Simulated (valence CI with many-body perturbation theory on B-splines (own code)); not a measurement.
# A CI+MBPT run for Bi¹⁰⁺

Computed by configuration interaction combined with many-body perturbation theory (CI+MBPT): five valence electrons over a frozen Dirac-Fock core [Xe] 4f14, radial functions for each j: 6 s, 6 p, 5 d, 5 f, 1 g, with the one-electron correlation potential Σ1 (screened to all orders), the two-electron term Σ2, the three-electron term Σ3, Breit, model QED; selected single and double excitations, second order for the rest, scaled by the run's own slope (own B-spline code, finite nucleus).

Command, and the settings that its task file holds:

```sh
python run_cv.py task.json out
```

```
atom Bi  Z=83  mass_number=209  rms_radius_fm=5.5211
core [Xe] 4f14
valence 5d5
avg = 1
basis = S
breit = 1
cap = 10000
capref = 1200
cscale = 1
de = 0.0
dress = 0
eps = 2e-08
extrap = 1
h = 0.27
hh = 1
l2 = 3
lcore = 2
maxit = 60
n2 = 5
natural = 1
nlev = 21
nno = [3, 3, 3, 3, 1]
nroot = 26
nsp = [3, 3, 2, 2, 0]
pt2 = 1
qed = 1
rpa = 1
s1 = 1
s2 = 1
s3 = 1
screen = 1
tol = 2e-05
whole = 1
```

It took 2.2 min on 1 thread of Arm Neoverse N1 (shared host).

Log. The first blocks belong to the next ion, which gives the ionisation energy. Fields: 2J, parity (1 odd), roots, reference size, generating configurations, candidates as configurations/state functions, variational space P, stored matrix elements, Davidson steps; e2 is the range of second-order energies in hartree. The first line gives the box (bohr), its intervals, the orbitals and the steps of their self-consistent field. Window is the range of levels sought, series limit the energy at which the first omitted orbital would enter, core excitation an estimate of the first excitation out of the core, left out the lowest levels not solved, and shifts from estimates the range by which levels moved from their first estimate, all in cm⁻¹.

```
rmax 12.3 intervals 62 orbitals 40 references ['5d5', '5d4 6s', '5d4 6p', '5d4 5f'] scf 7 t 3.1
2J=0 par=0 roots 2 ref 7 generators 4 cand 1152/2061 P 565/1000 nnz 0 it 0
2J=0 par=0 roots 2 ref 7 generators 18 cand 7706/17794 P 1428/2932 nnz 9.7e+05 it 5
   second order: generators 37 cand 12509/29895 e2 -0.00003 -0.00002
reference levels 626, estimated 34, window 88069 1/cm; series limit 925792, core excitation 516386
2J=5 par=0 roots 7 ref 24 generators 11 cand 5711/162529 P 279/3507 nnz 2.9e+06 it 5
2J=5 par=0 roots 7 ref 24 generators 33 cand 15965/539362 P 794/9996 nnz 2e+07 it 7
   second order: generators 73 cand 26336/880646 e2 -0.00167 -0.00062
2J=3 par=0 roots 5 ref 19 generators 9 cand 5708/124656 P 309/3507 nnz 3e+06 it 5
2J=3 par=0 roots 5 ref 19 generators 26 cand 14105/360333 P 923/9977 nnz 2e+07 it 9
   second order: generators 63 cand 23385/629399 e2 -0.00090 -0.00065
2J=7 par=0 roots 6 ref 20 generators 9 cand 5713/176708 P 221/3457 nnz 3.1e+06 it 5
2J=7 par=0 roots 6 ref 20 generators 28 cand 13891/524721 P 681/9982 nnz 2.2e+07 it 7
   second order: generators 63 cand 25216/938357 e2 -0.00157 -0.00109
2J=11 par=0 roots 3 ref 7 generators 8 cand 5491/145030 P 303/3478 nnz 2.9e+06 it 4
2J=11 par=0 roots 3 ref 7 generators 20 cand 11833/399114 P 906/9999 nnz 2.1e+07 it 6
   second order: generators 54 cand 23667/782032 e2 -0.00054 -0.00046
2J=9 par=0 roots 4 ref 14 generators 7 cand 5633/168994 P 251/3517 nnz 3.3e+06 it 5
2J=9 par=0 roots 4 ref 14 generators 18 cand 10229/366732 P 757/9991 nnz 2.2e+07 it 7
   second order: generators 49 cand 22532/803267 e2 -0.00118 -0.00083
2J=1 par=0 roots 3 ref 13 generators 6 cand 4751/59287 P 548/3505 nnz 2.7e+06 it 5
2J=1 par=0 roots 3 ref 13 generators 22 cand 10219/135150 P 1460/9996 nnz 1.4e+07 it 8
   second order: generators 45 cand 20180/293930 e2 -0.00034 -0.00022
2J=13 par=0 roots 1 ref 3 generators 2 cand 3018/78526 P 374/3467 nnz 3.6e+06 it 4
2J=13 par=0 roots 1 ref 3 generators 8 cand 6469/157355 P 942/9971 nnz 1.8e+07 it 5
   second order: generators 27 cand 22146/594105 e2 -0.00022 -0.00022
left out: unestimated 135566, estimated 113728, shifts from estimates -86 to 109
operators 10.1
```

The Davidson iterations converged. The settings are bad on purpose, so the numbers may not be properties of the ion.

No measured spectrum was set against this ion. As an estimate, terms of the open shell hold to 2 to 4 % of their energy, and close levels can change places. Among the levels kept, up to 300 cm⁻¹ of a level comes from second order outside the variational space, and about a tenth of that is noise between levels of different J, which matters for small intervals. Only levels of the ground parity were solved; by the run's estimate the other parity begins above the list, which can be wrong where configurations are misplaced.

```
Valence energy                            : -42.05348 hartree
Ionisation energy                         : 182.56 eV (NIST: 183 ± 2.4 eV (theoretical))
Reference configurations for the orbitals : 5d5, 5d4 6s, 5d4 6p, 5d4 5f
Radial orbitals                           : 40
Box radius                                : 12.27 bohr
Largest variational space                 : 9999
Lowest levels                             : (5d3/2^4 5d5/2) J=5/2 0.0, (5d3/2^3 5d5/2^2) J=5/2 [a] 22596, (5d3/2^3 5d5/2^2) J=3/2 [a] 36873, (5d3/2^3 5d5/2^2) J=7/2 [a] 37466, (5d3/2^3 5d5/2^2) J=11/2 42161, (5d3/2^3 5d5/2^2) J=5/2 [b] 43906, (5d3/2^3 5d5/2^2) J=9/2 44661, (5d3/2^3 5d5/2^2) J=1/2 44847, (5d3/2^3 5d5/2^2) J=7/2 [b] 53542, (5d3/2^2 5d5/2^3) J=5/2 [a] 56434, (5d3/2^3 5d5/2^2) J=3/2 [b] 62398, (5d3/2^2 5d5/2^3) J=7/2 [a] 63509, (5d3/2^2 5d5/2^3) J=1/2 [a] 66910, (5d3/2^2 5d5/2^3) J=11/2 68403 cm⁻¹
```

Levels are named by their leading jj configuration (3d3/2^4 stands for four electrons in 3d with j = 3/2), which in mixed levels can hold well under half, so a name can repeat and another be missing. Letters in brackets count levels of one name in rising energy.
